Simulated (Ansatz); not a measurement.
`N[SiH2]C(F)[TeH]` and `FC(Cl)[TeH]` differ in one atom or group.

Ansatz, PBE0-D4/def2-TZVP geometries, multiplicity 1. Each molecule was computed in one conformer, which needn't be the lowest.

Elements past krypton have def2 core potentials.

```csv
property,`N[SiH2]C(F)[TeH]`
LUMO energy (B3LYP/def2-TZVPP) / eV,-1.10
size of the dipole moment (ωB97M-V/def2-TZVPP) / D,2.53
HOMO–LUMO gap (ωB97M-V/def2-TZVPP) / eV,9.59
size of the dipole moment (B3LYP/def2-TZVPP) / D,2.51
HOMO–LUMO gap (PBE0/def2-TZVPP) / eV,5.68
HOMO–LUMO gap (B3LYP/def2-TZVPP) / eV,5.23
```

Problem. What does the change do to each property? (Estimate.)

Solution. Ansatz gave: 
| property | `FC(Cl)[TeH]` | shift |
| --- | --- | --- |
| LUMO energy (B3LYP/def2-TZVPP) / eV | -1.75 | -0.65 |
| size of the dipole moment (ωB97M-V/def2-TZVPP) / D | 1.53 | -1.00 |
| HOMO–LUMO gap (ωB97M-V/def2-TZVPP) / eV | 9.19 | -0.40 |
| size of the dipole moment (B3LYP/def2-TZVPP) / D | 1.48 | -1.03 |
| HOMO–LUMO gap (PBE0/def2-TZVPP) / eV | 5.18 | -0.50 |
| HOMO–LUMO gap (B3LYP/def2-TZVPP) / eV | 4.72 | -0.51 |

With PBE0 the HOMO falls by 0.13 eV and the LUMO falls by 0.63 eV, so the gap narrows by about 0.50 eV. PBE moves the HOMO by -0.09 eV and ωB97M-V by -0.15 eV. Dipoles are sizes alone; their direction can turn.

B3LYP here is the variant with VWN-RPA as its local correlation; programs differ in this.

Spin–orbit coupling is left out; it splits and shifts lone-pair levels of the heavy atoms by tenths of an eV.
